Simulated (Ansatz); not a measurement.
The cluster Pb2S3, relaxed as a singlet with RKS r2SCAN-D4/def2-SVP in Ansatz, starting from the GFN1-xTB geometry. Force threshold 0.02 eV/Å.

In the def2 sets Pb takes a core potential; there is no spin–orbit coupling. The structure comes from a short search, and lower isomers may exist.

Start:

```xyz
5

Pb    1.6388    0.0622    1.7052
Pb   -0.3290    0.1403   -2.3427
S    -2.5221    0.0748   -1.4101
S     1.5978    0.2419   -0.7742
S    -0.3855   -0.5193    2.8218
```

Task: Estimate the energy that the relaxation releases and the steps that it takes.

Result: 69.5 kcal/mol, in 13 steps; 24 s on 4 threads of Arm Neoverse V2 on a shared host. No frequencies were taken in this run, so the end may be a saddle point.

Task: Does the start keep its bonding and symmetry?

Result: Bonds formed: S3–S5 (atoms count from 1). The end is the same structure that another start reached. Point group C2 at the start, C2v at the end, both within 0.05 Å.

Task: Predict the relaxed structure.

Result: 
```xyz
5

Pb    1.513   -0.018    1.611
Pb   -0.352    0.195   -2.173
S    -1.952   -0.180   -0.203
S     1.832    0.279   -0.887
S    -1.039   -0.276    1.652
```
Bond lengths (bridged metal pairs left out): 4 × Pb–S 2.54 to 2.57 Å; 1 × S–S 2.07 Å.
